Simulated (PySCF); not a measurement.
BFH₃NO, SMILES OB(F)N. Heavy atoms are numbered as in [B:1]([F:2])([OH:3])[NH2:5]. Hydrogens are named by the atom that carries them.

Coordinates come from a PBE0-D3(BJ)/def2-SVP optimisation. Other conformers were not sampled.

Level of theory: HF/def2-TZVPD (PySCF).

Mulliken values depend strongly on the basis, most of all with diffuse functions as here. ESP charges are fitted to the potential on shells at 1.4 to 2.0 van der Waals radii. Atomic charges (e), one atom of each kind:

```tsv
atom	Mulliken	ESP fit
B1	0.61	1.03
F2	-0.41	-0.40
O3 (OH)	-0.57	___
H on O3	0.33	___
N5 (NH2)	-0.36	___
H on N5	0.21	0.47
```

**Question.** What belongs in the gaps? (An estimate is asked for; the answer gives what the named calculation found.)

**Answer.** 
- O3 (OH), ESP fit: -0.72
- H on O3, ESP fit: 0.41
- N5 (NH2), ESP fit: -1.25
